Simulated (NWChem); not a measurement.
The numbers come from NWChem runs, not from measurements. System: HCl$_{3}$Ge, charge 0, spin multiplicity 1, at a geometry optimised with PBE0/def2-SVP. The structure started from a generated list of species. Level: RHF/def2-TZVP.

Part of the output:

```
             Northwest Computational Chemistry Package (NWChem) 7.3.0
             --------------------------------------------------------

                                NWChem Input Module
                                -------------------

 Scaling coordinates for geometry "geometry" by  1.889725989
 (inverse scale =  0.529177249)

 Turning off AUTOSYM since
 SYMMETRY directive was detected!

                             Geometry "geometry" -> ""
                             -------------------------

 Output coordinates in angstroms (scale by  1.889725989 to convert to a.u.)

  No.       Tag          Charge          X              Y              Z
 ---- ---------------- ---------- -------------- -------------- --------------
    1 Ge                  32.0000     0.03038700     0.43487600     0.00000000
    2 Cl                  17.0000    -1.02026500    -0.24148200     1.73369100
    3 Cl                  17.0000    -1.02026500    -0.24148200    -1.73369100
    4 Cl                  17.0000     1.97528500    -0.45077800     0.00000000
    5 H                    1.0000     0.13678600     1.95760200     0.00000000

 Effective nuclear repulsion energy (a.u.)     556.4335923504

            Nuclear Dipole moment (a.u.)
            ----------------------------
        X                 Y               Z
 ---------------- ---------------- ----------------
     0.0000094486     0.0000377945     0.0000000000

      Symmetry information
      --------------------

 Group name             Cs
 Group number              2
 Group order               2
 No. of unique centers     4

      Symmetry unique atoms

     1    2    4    5


 Summary of "ao basis" -> "" (spherical)
 ------------------------------------------------------------------------------
       Tag                 Description            Shells   Functions and Types
 ---------------- ------------------------------  ------  ---------------------
 *                         def2-tzvp                  on all atoms

 Summary of "ao basis" -> "ao basis" (spherical)
 ------------------------------------------------------------------------------
       Tag                 Description            Shells   Functions and Types
 ---------------- ------------------------------  ------  ---------------------
 Ge                        def2-tzvp                16       48   6s5p4d1f
 Cl                        def2-tzvp                13       37   5s5p2d1f
 H                         def2-tzvp                 4        6   3s1p

                                 NWChem SCF Module
                                 -----------------

  ao basis        = "ao basis"
  functions       =   165
  atoms           =     5
  closed shells   =    42
  open shells     =     0
  charge          =   0.00
  wavefunction    = RHF
  use symmetry    = T
  symmetry adapt  = T

 Summary of "ao basis" -> "ao basis" (spherical)
 ------------------------------------------------------------------------------
       Tag                 Description            Shells   Functions and Types
 ---------------- ------------------------------  ------  ---------------------
 Ge                        def2-tzvp                16       48   6s5p4d1f
 Cl                        def2-tzvp                13       37   5s5p2d1f
 H                         def2-tzvp                 4        6   3s1p

      Symmetry analysis of basis
      --------------------------

        a'         99
        a"         66

 Forming initial guess at       0.1s

      Superposition of Atomic Density Guess
      -------------------------------------

 Sum of atomic energies:       -3454.23893736

      Non-variational initial energy
      ------------------------------

 Total energy =   -3455.036053
 1-e energy   =   -5911.898990
 2-e energy   =    1900.429345
 HOMO         =      -0.396984
 LUMO         =       0.002490

      Symmetry analysis of molecular orbitals - initial
      -------------------------------------------------

  Numbering of irreducible representations:

     1 a'          2 a"

  Orbital symmetries:

     1 a'          2 a'          3 a'          4 a"          5 a'
     6 a'          7 a'          8 a"          9 a'         10 a'
[...]
       Final RHF  results
       ------------------

         Total SCF energy =  -3454.626214097742
      One-electron energy =  -5910.639893735997
      Two-electron energy =   1899.580087287889
 Nuclear repulsion energy =    556.433592350366

        Time for solution =      5.0s

       Symmetry analysis of molecular orbitals - final
       -----------------------------------------------

  Numbering of irreducible representations:

     1 a'          2 a"

  Orbital symmetries:

     1 a'          2 a'          3 a'          4 a"          5 a'
     6 a"          7 a'          8 a'          9 a'         10 a"
    11 a'         12 a'         13 a"         14 a'         15 a"
    16 a"         17 a'         18 a'         19 a"         20 a'
    21 a'         22 a"         23 a'         24 a'         25 a"
    26 a'         27 a'         28 a"         29 a'         30 a'
    31 a'         32 a"         33 a'         34 a'         35 a'
    36 a"         37 a'         38 a"         39 a'         40 a"
    41 a'         42 a"         43 a'         44 a"         45 a'
    46 a'         47 a'         48 a'         49 a"         50 a"
    51 a'         52 a'

             Final eigenvalues
             -----------------

              1
    1 -405.3439
    2 -104.8497
    3 -104.8497
    4 -104.8497
    5  -52.2468
    6  -46.3353
    7  -46.3353
    8  -46.3343
    9  -10.5786
   10  -10.5786
   11  -10.5786
   12   -8.0452
   13   -8.0452
   14   -8.0452
   15   -8.0441
   16   -8.0441
   17   -8.0441
   18   -8.0440
   19   -8.0440
   20   -8.0440
   21   -7.2918
   22   -5.2684
   23   -5.2684
   24   -5.2661
   25   -1.7455
   26   -1.7455
   27   -1.7417
   28   -1.7393
   29   -1.7393
   30   -1.1365
   31   -1.0984
   32   -1.0984
   33   -0.7353
   34   -0.5739
   35   -0.5608
   36   -0.5608
   37   -0.4969
   38   -0.4969
   39   -0.4770
   40   -0.4770
   41   -0.4721
   42   -0.4689
   43    0.0886
   44    0.1261
   45    0.1261
   46    0.1677
   47    0.2686
   48    0.3054
   49    0.3054
   50    0.3213
   51    0.3213
   52    0.3233

                       ROHF Final Molecular Orbital Analysis
                       -------------------------------------

 Vector   40  Occ=2.000000D+00  E=-4.770262D-01  Symmetry=a"
              MO Center= -4.8D-01, -2.3D-01,  1.0D-11, r^2= 4.9D+00
   Bfn.  Coefficient  Atom+Function         Bfn.  Coefficient  Atom+Function
  ----- ------------  ---------------      ----- ------------  ---------------
    65      0.265405  2 Cl pz               102      0.265405  3 Cl pz
    64      0.240601  2 Cl py               101     -0.240601  3 Cl py
   139      0.230992  4 Cl pz                68      0.169902  2 Cl pz
   105      0.169902  3 Cl pz                67      0.157392  2 Cl py
   104     -0.157392  3 Cl py

 Vector   41  Occ=2.000000D+00  E=-4.720516D-01  Symmetry=a'
              MO Center=  1.1D-02,  1.6D-01,  4.5D-15, r^2= 4.9D+00
   Bfn.  Coefficient  Atom+Function         Bfn.  Coefficient  Atom+Function
  ----- ------------  ---------------      ----- ------------  ---------------
   138      0.278425  4 Cl py                64      0.276574  2 Cl py
   101      0.276574  3 Cl py                67      0.185591  2 Cl py
   104      0.185591  3 Cl py               141      0.186501  4 Cl py
   161     -0.183057  5 H  s                 17     -0.154603  1 Ge py

 Vector   42  Occ=2.000000D+00  E=-4.688526D-01  Symmetry=a"
              MO Center= -2.0D-02, -2.9D-01, -1.2D-15, r^2= 5.1D+00
   Bfn.  Coefficient  Atom+Function         Bfn.  Coefficient  Atom+Function
  ----- ------------  ---------------      ----- ------------  ---------------
   139      0.327693  4 Cl pz                63     -0.283106  2 Cl px
   100      0.283106  3 Cl px               142      0.214988  4 Cl pz
    66     -0.185736  2 Cl px               103      0.185736  3 Cl px
    65     -0.163858  2 Cl pz               102     -0.163858  3 Cl pz

 Vector   43  Occ=0.000000D+00  E= 8.857929D-02  Symmetry=a'
              MO Center=  2.7D-02,  3.8D-01, -8.4D-15, r^2= 5.4D+00
   Bfn.  Coefficient  Atom+Function         Bfn.  Coefficient  Atom+Function
  ----- ------------  ---------------      ----- ------------  ---------------
     6      1.588084  1 Ge s                162     -0.965372  5 H  s
     5      0.536400  1 Ge s                140      0.385968  4 Cl px
    68      0.341380  2 Cl pz               105     -0.341380  3 Cl pz
    53     -0.315050  2 Cl s                 90     -0.315050  3 Cl s
   127     -0.315051  4 Cl s                  4     -0.285020  1 Ge s

 Vector   44  Occ=0.000000D+00  E= 1.261433D-01  Symmetry=a"
              MO Center=  1.0D-01,  6.2D-01,  8.3D-11, r^2= 4.8D+00
   Bfn.  Coefficient  Atom+Function         Bfn.  Coefficient  Atom+Function
  ----- ------------  ---------------      ----- ------------  ---------------
    21      1.307098  1 Ge pz                53     -0.544123  2 Cl s
    90      0.544123  3 Cl s                 18      0.316404  1 Ge pz
    66     -0.307127  2 Cl px               103      0.307127  3 Cl px
   142     -0.276727  4 Cl pz                68      0.226763  2 Cl pz
   105      0.226763  3 Cl pz                67     -0.225081  2 Cl py

 Vector   45  Occ=0.000000D+00  E= 1.261443D-01  Symmetry=a'
              MO Center= -1.6D-02,  6.3D-01,  5.6D-11, r^2= 4.8D+00
   Bfn.  Coefficient  Atom+Function         Bfn.  Coefficient  Atom+Function
  ----- ------------  ---------------      ----- ------------  ---------------
    19      1.303926  1 Ge px               127     -0.628308  4 Cl s
   140      0.373846  4 Cl px                16      0.315633  1 Ge px
    53      0.314151  2 Cl s                 90      0.314151  3 Cl s
   141     -0.310800  4 Cl py                68     -0.290690  2 Cl pz
   105      0.290690  3 Cl pz                37      0.159934  1 Ge d -2

 center of mass
 --------------
 x =   0.00107790 y =   0.01542471 z =   0.00000000

 moments of inertia (a.u.)
 ------------------
         854.287085781224          45.209556425753           0.000000000000
          45.209556425753        1498.198790279816           0.000000000000
           0.000000000000           0.000000000000         851.134306381131

  Mulliken analysis of the total density
  --------------------------------------

    Atom       Charge   Shell Charges
 -----------   ------   -------------------------------------------------------
    1 Ge  32    31.04   2.00  2.00  1.16  0.80  0.79  0.29  5.98  4.42  1.57  1.23  0.31  8.94  1.08  0.17  0.20  0.07
    2 Cl  17    17.34   2.01  0.45  1.52  1.09  0.88  4.18  1.69  1.06  2.90  1.53  0.01  0.03  0.00
    3 Cl  17    17.34   2.01  0.45  1.52  1.09  0.88  4.18  1.69  1.06  2.90  1.53  0.01  0.03  0.00
    4 Cl  17    17.34   2.01  0.45  1.52  1.09  0.88  4.18  1.69  1.06  2.90  1.53  0.01  0.03  0.00
    5 H    1     0.94   0.23  0.56  0.14  0.01

       Multipole analysis of the density wrt the origin
       ------------------------------------------------

     L   x y z        total         open         nuclear
     -   - - -        -----         ----         -------
     0   0 0 0     -0.000000      0.000000     84.000000

     1   1 0 0      0.044780      0.000000      0.000009
     1   0 1 0      0.640834      0.000000      0.000038
     1   0 0 1      0.000000      0.000000      0.000000

     2   2 0 0    -43.332605      0.000000    363.427233
     2   1 1 0      0.214489      0.000000    -21.675092
     2   1 0 1      0.000000      0.000000      0.000000
     2   0 2 0    -40.277783      0.000000     54.712378
     2   0 1 1     -0.000000      0.000000      0.000000
     2   0 0 2    -43.347584      0.000000    364.938748

 Task  times  cpu:        9.4s     wall:        9.4s

 Total times  cpu:        9.4s     wall:        9.4s
```

Q: Write an NWChem input that would produce this output.

A: One answer among several that fit: 
```
start mol
memory heap 200 mb stack 900 mb global 1100 mb
geometry units angstroms nocenter noautoz
  Ge     0.030387     0.434876     0.000000
  Cl    -1.020265    -0.241482     1.733691
  Cl    -1.020265    -0.241482    -1.733691
  Cl     1.975285    -0.450778     0.000000
  H      0.136786     1.957602     0.000000
  symmetry group Cs
end
basis spherical
  * library def2-tzvp
end
scf
  rhf
  nopen 0
  maxiter 100
  thresh 1e-7
  semidirect memsize 60000000 filesize 0
end
task scf energy
```
